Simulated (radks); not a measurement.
Results of a calculation; reference values are marked as such.
Spherical quantum dot in the effective-mass picture: electrons in a hard-walled sphere of radius 2.67, with a point charge +1 (a donor) at the centre, all in effective atomic units (hartree* = m*/eps^2 hartree, bohr* = eps/m* bohr), one dielectric constant everywhere. Level of theory: non-relativistic Kohn-Sham, LDA (Slater exchange, Perdew-Wang correlation), spin-polarised, spherical densities (a radial shooting solver with Libxc functionals). Levels are named by radial order and angular momentum (1s, 1p, 1d, 2s, ...), and open shells are averaged over m.

N = 4, configuration 1s2 1p(up 2, down 0). This is the lowest configuration that the search found. Occupied and some empty levels:

level    occupation  eigenvalue (hartree*)  <r> (bohr*)
1s up             1                 1.7508        1.255
1s down           1                 1.8529        1.238
1p up             2                 2.5539        1.595
1p down           0                 2.6745        1.595
1d up             0                 3.4488        1.745
2s up             0                 3.5547        1.300
1d down           0                 3.5699        1.748
2s down           0                 3.6324        1.310
1f up             0                 4.5226        1.845
1f down           0                 4.6408        1.847

Energy (hartree*): total 4.20668, kinetic 4.3229, external -3.4865, Hartree 5.0164, exchange-correlation -1.6462.

Electron density:

r (bohr*)  n(r) (e/bohr*^3)
0.127                0.4600
0.261                0.3636
0.395                0.2957
0.528                0.2479
0.662                0.2139
0.796                0.1891
0.929                0.1699
1.06                 0.1539
1.20                 0.1389
1.33                 0.1240
1.46                 0.1082
1.60                0.09137
1.73                0.07405
1.86                0.05666
2.00                0.04026
2.13                0.02585
2.27                0.01436
2.40               0.006154
2.53               0.001467
2.67              3.503e-06
